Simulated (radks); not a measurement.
Results of a calculation; reference values are marked as such.
Problem. Spherical quantum dot in the effective-mass picture: electrons in a parabolic well V = omega^2 r^2 / 2 with omega = 0.449, with a point charge +2 (a donor) at the centre, all in effective atomic units (hartree* = m*/eps^2 hartree, bohr* = eps/m* bohr), one dielectric constant everywhere. Level of theory: non-relativistic Kohn-Sham, r2SCAN, spin-polarised, spherical densities, generalised Kohn-Sham scheme (a radial shooting solver with Libxc functionals). Levels are named by radial order and angular momentum (1s, 1p, 1d, 2s, ...), and open shells are averaged over m. At N = 26 the configuration is 1s2 1p6 1d10 2s2 1f(up 6, down 0). Does electron 27 go into 1f up or 1f down or 2p up?

Solution. Into 1f up. The total energies of the other choices lie higher by 0.0484 hartree* (2p up), 0.0630 hartree* (1f down).
